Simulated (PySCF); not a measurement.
Species: trimethylphosphine selenide, C3H9PSe.
Z-matrix (Å and degrees, PBE0-D3(BJ)/def2-SVP geometry), rows numbered from 1:
```
C 
P   1  1.8231
C   2  1.8229  1  104.41
C   2  1.8231  1  104.40  3   109.40
Se  2  2.0992  1  114.35  3  -125.26
H   1  1.1009  2  111.55  3   -54.22
H   1  1.0989  2  108.48  3  -175.52
H   1  1.0989  2  108.44  3    67.06
H   3  1.0989  2  108.34  1   176.78
H   3  1.1009  2  111.69  1    55.44
H   3  1.0989  2  108.43  1   -65.94
H   4  1.1008  2  111.69  1   -54.33
H   4  1.0989  2  108.39  1    67.04
H   4  1.0989  2  108.38  1  -175.68
```

Method: core-valence-separated Tamm–Dancoff BHandHLYP/aug-pcX-1 (pcseg-1 on H, def2-SVPD on P, def2-SVPD on Se) in PySCF, non-relativistic, gas phase, PBE0-D3(BJ)/def2-SVP geometry. BHandHLYP without relativity tends to put these K edges a few eV too low, so spacings mean more than positions.

(1) Give energies, oscillator strengths and core holes at the C K edge.

Results:

(1) 
```tsv
E (eV)	f	core hole on	main final orbital
285.79	0.0463	C1/C3/C4	LUMO (3 roots, f summed)
286.19	0.0919	C1/C3/C4	spread (3 roots, f summed)
286.49	0.0764	C1/C3/C4	LUMO+3 (3 roots, f summed)
286.62	0.0945	C1/C3/C4	spread (3 roots, f summed)
287.42	0.0000	C1/C3/C4	LUMO+1/LUMO+2 (3 roots, f summed)
```

The first line with a tenth or more of the strongest one's intensity is at 285.79 eV (f = 0.046, sum of 3), with the hole on C1/C3/C4 (sp3 carbon bound to phosphorus). The strongest listed is at 286.62 eV (f = 0.095, sum of 3; C1/C3/C4).

Roots within 0.03 eV whose holes lie on the same, on equivalent or on shared atoms are summed into one line, and the highest roots are left out, as the search may have cut off their partners. Final orbitals are the ground state's empty Kohn–Sham orbitals.

What is the summed oscillator strength of the listed C K lines, and their intensity-weighted mean energy?

Σf = 0.309 over 5 lines from 285.79 to 287.42 eV; the weighted mean is 286.34 eV. The strongest line holds 31 % of the sum.

The list ends where the root search ended, not at a threshold. The BHandHLYP/aug-pcX-1 (pcseg-1 on H, def2-SVPD on P, def2-SVPD on Se) calculation is non-relativistic and has no spin–orbit coupling, an omission that weighs most on selenium.

On an AMD EPYC 9R45 with one thread, no GPU (shared host), this took 9.5 s and 0.95 GiB of memory at its peak.
